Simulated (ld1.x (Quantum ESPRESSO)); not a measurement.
## hafnium (Hf), TM: configuration errors across variants

* Element: hafnium (Hf)
* Generator: ld1.x (Quantum ESPRESSO) 7.5
* Type: norm-conserving Troullier–Martins (Kleinman–Bylander form)
* Functional: BP86
* Relativity: scalar-relativistic
* Frozen core: [Xe] 4f14
* Valence charge: 4
* Reference configuration: 5d2 6s1 6p1
* Partial waves: 6s (bound): rc 2.95 bohr; 5d (bound): rc 1.70 bohr; 6p (bound): rc 2.85 bohr
* Local potential: the p channel
* Core correction: a·sin(br)/r model core, default radius (core density twice the valence density)

All-electron excitation energies from the reference (eV): (1) 5d2 6s2 6p0 -3.868; (2) 5d2 6s1 6p0 4.284; (3) 5d2 6s0 6p0 18.642; (4) 5d1 6s2 6p1 -1.866; (5) 5d1 6s2 6p0 2.781; (6) 5d3 6s0 6p0 6.328; (7) 5d1 6s0 6p0 40.516.

The default core radius of the base comes out at 1.99 bohr.

Tests that are not counted but printed errors over 1 eV. “local potential the d channel”: 5d1 6s2 6p1 (solver errors, printed error -2.3 eV).

4 further variants failed, have other tests or another functional or relativity, and are left out.

A true bound ghost makes a file unfit for plane-wave use even where its test errors are small: the radial tests pick states by their node count and pass the ghost by. Where a test does run into it, the solver fails or the error is huge.

Errors AE − PS in meV (a dash: test not solved or not reliable):

| change | (1) | (2) | (3) | (4) | (5) | (6) | (7) | bound ghosts |
| --- | --- | --- | --- | --- | --- | --- | --- | --- |
| base | -6.1 | -5.6 | -39 | -82 | -92 | -95 | -278 | s |
| core correction a·sin(br)/r model core inside 1.68 bohr | -6.3 | -5.7 | -40 | -95 | -105 | -106 | -288 | s |
| wave 6p (bound): rc 2.85 bohr becomes 6p (bound): rc 4.34 bohr | -1.9 | -6.1 | -47 | -58 | -34 | -102 | -291 | none |
| wave 5d (bound): rc 1.70 bohr becomes 5d (bound): rc 1.10 bohr | -6.2 | -5.6 | -39 | -84 | -94 | -99 | -278 | s |
| all radii but the core radius scaled by about 1.26 (s 3.72, p 3.60, d 2.14 bohr) | -11 | -6.4 | -52 | -23 | +9.8 | -72 | -352 | none |
| local potential the d channel | -1.6 | -4.5 | -26 | – | -49 | -84 | -202 | s, p |

Task: Give the same row for: wave 6s (bound): rc 2.95 bohr becomes 6s (bound): rc 4.12 bohr.

Result: -23, -6.5, -68, -21, -23, -39, -441; bound ghosts: s.
